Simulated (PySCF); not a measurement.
C2H5BO4 (SMILES CC(=O)OB(O)O), singlet, geometry from GFN2-xTB, atoms displaced at random by about 0.03 Å a coordinate; TPSS/STO-3G, gradient by finite differences in PySCF.

Here is a job for PySCF.
```python
from pyscf import gto, scf, dft

mol = gto.M(
    atom='''
B     0.356682    0.511060    1.068573
O    -0.001685   -0.582526    0.266154
C    -0.418101   -0.500509   -0.967860
C    -0.799864   -1.872769   -1.499571
O    -0.421782    0.552018   -1.602416
H    -1.008011   -1.733781   -2.582838
H    -1.656614   -2.238425   -0.980799
H    -0.012991   -2.576195   -1.368368
O     0.650797    0.232629    2.356702
H     1.023371    0.980489    2.837675
O     0.505346    1.742322    0.492404
H     0.256206    1.852793   -0.354371
''',
    basis='sto-3g',
    charge=0,
    spin=0,
    verbose=4,
)

mf = dft.RKS(mol)
mf.xc = 'tpss'
mf.conv_tol = 1e-11
mf.kernel()
scan, done = mf.as_scanner(), []
scan.scf_summary = {}
def energy(d):
    c = mol.atom_coords()
    c[11, 2] += d
    e = scan(mol.set_geom_(c, unit='Bohr', inplace=False))
    done.append(scan.converged)
    return e
h = 0.2
fd = (energy(h) - energy(-h)) / (2 * h)
print('dE/dx =', fd)
```

It wrote (shortened):

```
PySCF version 2.14.0

[INPUT] verbose = 4
[INPUT] num. atoms = 12
[INPUT] num. electrons = 54
[INPUT] charge = 0
[INPUT] spin (= nelec alpha-beta = 2S) = 0
[INPUT] symmetry False subgroup None
[INPUT] Mole.unit = angstrom
[INPUT] Symbol           X                Y                Z      unit          X                Y                Z       unit  Magmom
[...]
nuclear repulsion = 300.757995764392
number of shells = 26
number of NR pGTOs = 120
number of NR cGTOs = 40
basis = sto-3g
ecp = {}

******** <class 'pyscf.dft.rks.RKS'> ********
method = RKS
initial guess = minao
damping factor = 0
level_shift factor = 0
DIIS = <class 'pyscf.scf.diis.CDIIS'>
diis_start_cycle = 1
diis_space = 8
diis_damp = 0
SCF conv_tol = 1e-11
SCF conv_tol_grad = None
SCF max_cycles = 50
direct_scf = True
direct_scf_tol = 1e-13
XC library pyscf.dft.libxc version 7.1.2
    S. Lehtola, C. Steigemann, M. J. T. Oliveira, and M. A. L. Marques,  SoftwareX 7, 1–5 (2018)
XC functionals = tpss
    J. Tao, J. P. Perdew, V. N. Staroverov, and G. E. Scuseria,  Phys. Rev. Lett. 91, 146401 (2003)
    J. P. Perdew, J. Tao, V. N. Staroverov, and G. E. Scuseria,  J. Chem. Phys. 120, 6898 (2004)
    J. Tao, J. P. Perdew, V. N. Staroverov, and G. E. Scuseria,  Phys. Rev. Lett. 91, 146401 (2003)
    J. P. Perdew, J. Tao, V. N. Staroverov, and G. E. Scuseria,  J. Chem. Phys. 120, 6898 (2004)
radial grids:
    Treutler-Ahlrichs [JCP 102, 346 (1995); DOI:10.1063/1.469408] (M4) radial grids

becke partition: Becke, JCP 88, 2547 (1988); DOI:10.1063/1.454033
pruning grids: <function nwchem_prune>
grids dens level: 3
symmetrized grids: False
atomic radii adjust function: <function treutler_atomic_radii_adjust>
small_rho_cutoff = 0
Set gradient conv threshold to 3.16228e-06
Initial guess from minao.
tot grids = 147656
init E= -400.996994428586
[...]
cycle= 1 E= -399.420940419287  delta_E= 1.58  |g|= 1.01  |ddm|= 4.61
[...]
cycle= 2 E= -398.606885957215  delta_E= 0.814  |g|= 2.03  |ddm|= 3.35
[...]
cycle= 3 E= -399.556885190179  delta_E= -0.95  |g|= 0.824  |ddm|= 2.73
[...]
cycle= 4 E= -399.747623414546  delta_E= -0.191  |g|= 0.135  |ddm|= 1.15
[...]
cycle= 5 E= -399.75279411751  delta_E= -0.00517  |g|= 0.044  |ddm|= 0.189
[...]
cycle= 6 E= -399.753319925178  delta_E= -0.000526  |g|= 0.0123  |ddm|= 0.0654
[...]
cycle= 7 E= -399.753364577902  delta_E= -4.47e-05  |g|= 0.00408  |ddm|= 0.0209
[...]
cycle= 8 E= -399.753369166152  delta_E= -4.59e-06  |g|= 0.00134  |ddm|= 0.00662
[...]
[...]
converged SCF energy = -399.753369786418
converged SCF energy = -399.693515963899
[...]

******** <class 'pyscf.scf.hf.RKS_Scanner'> ********
method = RKS_Scanner
initial guess = minao
damping factor = 0
level_shift factor = 0
DIIS = <class 'pyscf.scf.diis.CDIIS'>
diis_start_cycle = 1
diis_space = 8
diis_damp = 0
SCF conv_tol = 1e-11
SCF conv_tol_grad = None
SCF max_cycles = 50
direct_scf = True
direct_scf_tol = 1e-13
XC library pyscf.dft.libxc version 7.1.2
    S. Lehtola, C. Steigemann, M. J. T. Oliveira, and M. A. L. Marques,  SoftwareX 7, 1–5 (2018)
XC functionals = tpss
    J. Tao, J. P. Perdew, V. N. Staroverov, and G. E. Scuseria,  Phys. Rev. Lett. 91, 146401 (2003)
    J. P. Perdew, J. Tao, V. N. Staroverov, and G. E. Scuseria,  J. Chem. Phys. 120, 6898 (2004)
    J. Tao, J. P. Perdew, V. N. Staroverov, and G. E. Scuseria,  Phys. Rev. Lett. 91, 146401 (2003)
    J. P. Perdew, J. Tao, V. N. Staroverov, and G. E. Scuseria,  J. Chem. Phys. 120, 6898 (2004)
radial grids:
    Treutler-Ahlrichs [JCP 102, 346 (1995); DOI:10.1063/1.469408] (M4) radial grids

becke partition: Becke, JCP 88, 2547 (1988); DOI:10.1063/1.454033
pruning grids: <function nwchem_prune>
grids dens level: 3
symmetrized grids: False
atomic radii adjust function: <function treutler_atomic_radii_adjust>
small_rho_cutoff = 0
Set gradient conv threshold to 3.16228e-06
tot grids = 147656
init E= -399.740380211874
[...]
cycle= 1 E= -399.771030325161  delta_E= -0.0307  |g|= 0.0889  |ddm|= 0.424
[...]
cycle= 2 E= -399.768074754829  delta_E= 0.00296  |g|= 0.141  |ddm|= 0.308
[...]
cycle= 3 E= -399.772819572436  delta_E= -0.00474  |g|= 0.0666  |ddm|= 0.244
[...]
cycle= 4 E= -399.774007712314  delta_E= -0.00119  |g|= 0.0188  |ddm|= 0.0902
[...]
cycle= 5 E= -399.774113723825  delta_E= -0.000106  |g|= 0.00339  |ddm|= 0.0278
[...]
cycle= 6 E= -399.774117524298  delta_E= -3.8e-06  |g|= 0.000885  |ddm|= 0.00581
[...]
cycle= 7 E= -399.774117760941  delta_E= -2.37e-07  |g|= 0.000268  |ddm|= 0.0013
[...]
cycle= 8 E= -399.774117786482  delta_E= -2.55e-08  |g|= 4.64e-05  |ddm|= 0.000423
[...]
cycle= 9 E= -399.774117787043  delta_E= -5.61e-10  |g|= 1.44e-05  |ddm|= 6.44e-05
[...]
cycle= 10 E= -399.774117787104  delta_E= -6.04e-11  |g|= 1.53e-06  |ddm|= 2.05e-05
[...]
cycle= 11 E= -399.774117787104  delta_E= -6.82e-13  |g|= 5.55e-07  |ddm|= 3.79e-06
[...]
Extra cycle  E= -399.774117787104  delta_E= -1.14e-13  |g|= 9.23e-07  |ddm|= 2.09e-06
converged SCF energy = -399.774117787104
dE/dx = 0.2015045580134256
```
